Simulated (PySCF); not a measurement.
Two-component Hartree-Fock for Gd⁴⁺ (gadolinium, charge +4)

Start: [Xe] 4f6; 4f5/2 filled at m_j = -5/2, -3/2, -1/2, +1/2, +3/2, +5/2. Calculated with PySCF 2.14 in x2c-TZVPPall-2c: generalised Hartree-Fock with the X2C-1e Hamiltonian and a Gaussian nucleus; one run each with spin-orbit coupling (SO) switched off, then screened by Boettger's factors.

| spinor shell | electrons | ε, spin-free (eV) | ε, screened SO (eV) | weight of nominal j (screened SO) | rms radius, screened SO (bohr) |
| --- | --- | --- | --- | --- | --- |
| 1s1/2 | 2 | -50543.5 | -50534.1 | 1.000 | 0.0249 |
| 2s1/2 | 2 | -8506.2 | -8503.3 | 1.000 | 0.101 |
| 2p1/2 | 2 | -7569.6 | -8059.9 | 1.000 | 0.0864 |
| 2p3/2 | 4 | -7569.6 | -7359.5 | 1.000 | 0.0928 |
| 3s1/2 | 2 | -1974.3 | -1973.3 | 1.000 | 0.260 |
| 3p1/2 | 2 | -1678.2 | -1780.9 | 1.000 | 0.252 |
| 3p3/2 | 4 | -1678.2 | -1633.5 | 1.000 | 0.265 |
| 3d3/2 | 4 | -1285.8 | -1305.0 | 0.994 | 0.237 |
| 3d5/2 | 6 | -1285.8 | -1272.1 | 0.996 | 0.241 |
| 4s1/2 | 2 | -458.68 | -458.38 | 1.000 | 0.586 |
| 4p1/2 | 2 | -358.08 | -383.02 | 0.971 | 0.603 |
| 4p3/2 | 4 | -358.08 | -347.04 | 0.986 | 0.630 |
| 4d3/2 | 4 | -215.28 | -222.29 | 0.706 | 0.679 |
| 4d5/2 | 6 | -215.28 | -210.36 | 0.804 | 0.685 |
| 5s1/2 | 2 | -102.57 | -102.52 | 1.000 | 1.39 |
| 5p1/2 | 2 | -73.735 | -77.864 | 0.950 | 1.52 |
| 5p3/2 | 4 | -73.735 | -71.902 | 0.975 | 1.60 |
| 4f5/2 | 6 | -68.908 | -68.851 | 0.572 | 0.860 |

```csv
quantity,spin-free,screened SO
E (hartree),-11260.70486,-11268.03795
M_J,0,0
⟨J²⟩,6.010,5.348
⟨L²⟩,12.006,11.828
⟨S²⟩,12.004,11.815
```

The determinant has a definite M_J but mixes levels of different J.

Each row is a mean over spinors that exchange with the open shell spreads, by up to 18.559 eV (4d5/2).

Rows whose weight is well below 1 are mixtures of j = l ± 1/2: exchange outweighs spin-orbit coupling there, and the label is only the starting occupation.

Breit and QED terms are absent; they matter most for the inner s and p1/2 levels.

Densities and radii are taken from the X2C orbitals without a picture-change correction, which distorts them close to the nucleus.

Without spin-orbit coupling the j labels of p, d and f shells carry no meaning; the spin-free column gives the mean over the occupied spinors of each nl shell.
